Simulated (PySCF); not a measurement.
## Continuum solvent and chemical shifts

Molfile (atoms numbered from 1):
```
C6H16BN
     RDKit          3D

 24 24  0  0  0  0  0  0  0  0999 V2000
   -2.2978    0.3789   -0.9512 B   0  0  0  0  0  0  0  0  0  0  0  0
   -1.0156   -0.0973   -0.0438 N   0  0  0  0  0  0  0  0  0  0  0  0
   -1.3530    0.0893    1.3760 C   0  0  0  0  0  0  0  0  0  0  0  0
   -0.7583   -1.5224   -0.3074 C   0  0  0  0  0  0  0  0  0  0  0  0
    0.1480    0.7452   -0.4295 C   0  0  0  0  0  0  0  0  0  0  0  0
    1.4454    0.4654    0.2770 C   0  0  0  0  0  0  0  0  0  0  0  0
    2.4173   -0.5564   -0.2462 C   0  0  0  0  0  0  0  0  0  0  0  0
    2.7180    0.9024   -0.3901 C   0  0  0  0  0  0  0  0  0  0  0  0
   -3.2331   -0.3350   -0.6060 H   0  0  0  0  0  0  0  0  0  0  0  0
   -1.9665    0.1979   -2.1182 H   0  0  0  0  0  0  0  0  0  0  0  0
   -2.4780    1.5620   -0.6849 H   0  0  0  0  0  0  0  0  0  0  0  0
   -2.2765   -0.4630    1.5879 H   0  0  0  0  0  0  0  0  0  0  0  0
   -1.5362    1.1548    1.5612 H   0  0  0  0  0  0  0  0  0  0  0  0
   -0.5454   -0.2744    2.0295 H   0  0  0  0  0  0  0  0  0  0  0  0
   -0.5076   -1.6468   -1.3680 H   0  0  0  0  0  0  0  0  0  0  0  0
    0.0626   -1.8999    0.3196 H   0  0  0  0  0  0  0  0  0  0  0  0
   -1.6789   -2.0819   -0.1023 H   0  0  0  0  0  0  0  0  0  0  0  0
   -0.1683    1.7855   -0.2653 H   0  0  0  0  0  0  0  0  0  0  0  0
    0.2676    0.6232   -1.5162 H   0  0  0  0  0  0  0  0  0  0  0  0
    1.4269    0.5988    1.3638 H   0  0  0  0  0  0  0  0  0  0  0  0
    2.9911   -1.1410    0.4776 H   0  0  0  0  0  0  0  0  0  0  0  0
    2.1395   -1.1077   -1.1488 H   0  0  0  0  0  0  0  0  0  0  0  0
    3.5012    1.3415    0.2323 H   0  0  0  0  0  0  0  0  0  0  0  0
    2.6404    1.3430   -1.3883 H   0  0  0  0  0  0  0  0  0  0  0  0
  1  2  1  0
  2  3  1  0
  2  4  1  0
  2  5  1  0
  5  6  1  0
  6  7  1  0
  7  8  1  0
  8  6  1  0
  1  9  1  0
  1 10  1  0
  1 11  1  0
  3 12  1  0
  3 13  1  0
  3 14  1  0
  4 15  1  0
  4 16  1  0
  4 17  1  0
  5 18  1  0
  5 19  1  0
  6 20  1  0
  7 21  1  0
  7 22  1  0
  8 23  1  0
  8 24  1  0
M  CHG  2   1  -1   2   1
M  END
```

GIAO PBE0/pcSseg-1 in PySCF 2.14 on one PBE0-D3(BJ)/def2-SVP conformer, non-relativistic, equivalent nuclei averaged. Solvents enter as an IEF-PCM continuum (chloroform with ε = 4.7) around the gas-phase geometry. Shifts are referred to BF3·OEt2, TMS computed in the same medium.

Gas phase, δ in ppm: B1 -10.2, C5 68.9, C3/C4 49.6, C7/C8 5.9, C6 5.6, H18/H19 2.56, H12/H13/H14/H15/H16/H17 2.45, H9/H10/H11 2.11, H21/H23 0.58, H20 0.54, H22/H24 0.15. Dipole moment 5.51 D.

(1) How does each δ change in the continuum?

(2) Which nuclei move most (in ppm), and what does the model miss?

## Answers

(1) 
| atoms | environment | Δδ, chloroform |
| --- | --- | --- |
| B1 | boron bonded to N, 3 H | -0.9 |
| C5 | sp3 CH2 bonded to N | +0.3 |
| C3/C4 | methyl carbon bonded to N | +0.3 |
| C7/C8 | three-membered-ring carbon | +0.2 |
| C6 | three-membered-ring carbon | +0.4 |
| H18/H19 | hydrogen on an sp3 CH2 bonded to N | -0.01 |
| H12/H13/H14/H15/H16/H17 | hydrogen on a methyl carbon bonded to N | +0.08 |
| H9/H10/H11 | hydrogen on a boron bonded to N | -0.31 |
| H21/H23 | hydrogen on a three-membered-ring carbon | +0.06 |
| H20 | hydrogen on a three-membered-ring carbon | +0.21 |
| H22/H24 | hydrogen on a three-membered-ring carbon | +0.07 |

Changes are relative to the gas phase. The dipole moment becomes 6.45 D in chloroform.

(2) B1 (boron bonded to N, 3 H, -0.9 ppm) in chloroform. A continuum only polarises the solute; specific hydrogen bonds, the anisotropy of aromatic solvents and changes of geometry or conformer are outside it.
